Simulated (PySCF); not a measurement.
**Working out the ionisation energy of Fe**

Fe [Ar] 3d6 4s2 (5D) → Fe⁺ [Ar] 3d6 4s1 (6D). Calculation: PySCF 2.14, in aug-cc-pVDZ (7s6p4d2f, 59 functions); no relativity, point nucleus. Frozen: [Ar]. Energies in hartree (1 hartree = 27.21139 eV):

| part | Fe (lower) | Fe⁺ (upper) |
| --- | --- | --- |
| UHF | -1262.451471 | -1262.217411 |
| MP2 opposite-spin | -0.082738 | -0.046469 |
| MP2 same-spin | -0.074018 | -0.072640 |

**Question.** What does Hartree-Fock give?

**Answer.** (-1262.217411) − (-1262.451471) = 0.234060 hartree = 6.369 eV.

**Question.** What do MP2 and SCS-MP2 (6/5 opposite-spin, 1/3 same-spin) give?

**Answer.** The opposite-spin parts differ by 0.987 eV and the same-spin parts by 0.037 eV. MP2: 6.369 + (0.987) + (0.037) = 7.393 eV. SCS-MP2: 6.369 + 1.2 × (0.987) + (0.037)/3 = 7.566 eV.

Measured between the centres of the two terms (NIST): 7.904 eV, so MP2 (valence) is off by -0.511 eV.

The calculation is non-relativistic.

A double-zeta basis recovers only part of the correlation energy.

What remains against the reference includes basis incompleteness, the frozen core and correlation beyond second order.
